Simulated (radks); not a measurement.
Spherical quantum dot in the effective-mass picture: electrons in a parabolic well V = omega^2 r^2 / 2 with omega = 0.181, with a point charge +1 (a donor) at the centre, all in effective atomic units (hartree* = m*/eps^2 hartree, bohr* = eps/m* bohr), one dielectric constant everywhere. Calculated with a radial shooting solver with Libxc functionals: non-relativistic Kohn-Sham, exchange-only LDA, spin-polarised, spherical densities. Levels are named by radial order and angular momentum (1s, 1p, 1d, 2s, ...), and open shells are averaged over m. Results are scaled to m* = 0.505 and eps = 14.1, for which hartree* = 69.12 meV and bohr* = 1.478 nm.

N = 3, configuration 1s2 1p(up 1, down 0). This is the lowest configuration that the search found. Occupied and some empty levels:

level,occupation,eigenvalue (meV),<r> (nm)
1s up,1,37.996,3.038
1s down,1,39.289,2.759
1p up,1,54.764,5.596
1p down,0,58.715,5.538
2s up,0,59.279,5.687
2s down,0,62.362,5.861
1d up,0,65.681,6.653
1d down,0,69.783,6.733
1f up,0,76.834,7.489
1f down,0,80.651,7.635

Energy (meV): total 31.7309, kinetic 56.503, external -99.425, Hartree 113.15, exchange-correlation -38.497.

Electron density:

r (nm),n(r) (e/nm^3)
0.611,0.05280
1.27,0.02394
1.92,0.01188
2.58,0.006472
3.23,0.003843
3.89,0.002452
4.54,0.001636
5.20,0.001101
5.86,0.0007255
6.51,0.0004572
7.17,0.0002709
7.82,0.0001496
8.48,0.00007681
